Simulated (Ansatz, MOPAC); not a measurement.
System: HSOF₂, charge 1, multiplicity 1. SMILES: FS(=[OH+])F

Atoms: O1, S2, F3, F4, H5. Bonds: O1-S2, O1-H5, S2-F3, S2-F4.

Bond lengths (Å) and angles (degrees) optimised at PM3 with MOPAC; PM6 with MOPAC; HF/3-21G with Ansatz (an electronic-structure program), each started from the B3LYP-D3(BJ)/def2-TZVP structure (Ansatz) of the last column. A row stands for all coordinates that are equal there.

```json
[
 {"coordinate": "O1-S2", "PM3": "1.643", "PM6": "1.535", "HF/3-21G": "1.604", "B3LYP-D3(BJ)/def2-TZVP": "1.519"},
 {"coordinate": "O1-H5", "PM3": "0.955", "PM6": "1.000", "HF/3-21G": "0.990", "B3LYP-D3(BJ)/def2-TZVP": "0.986"},
 {"coordinate": "S2-F3", "PM3": "1.509", "PM6": "1.521", "HF/3-21G": "1.603", "B3LYP-D3(BJ)/def2-TZVP": "1.537"},
 {"coordinate": "O1-S2-F3", "PM3": "100.7", "PM6": "102.7", "HF/3-21G": "101.8", "B3LYP-D3(BJ)/def2-TZVP": "103.8"},
 {"coordinate": "F3-S2-F4", "PM3": "95.9", "PM6": "93.6", "HF/3-21G": "95.4", "B3LYP-D3(BJ)/def2-TZVP": "96.8"},
 {"coordinate": "S2-O1-H5", "PM3": "124.0", "PM6": "134.2", "HF/3-21G": "122.6", "B3LYP-D3(BJ)/def2-TZVP": "121.2"}
]
```

Mean signed difference of all 4 bond lengths from B3LYP-D3(BJ)/def2-TZVP: PM3 0.010 Å, PM6 0.000 Å, HF/3-21G 0.055 Å.
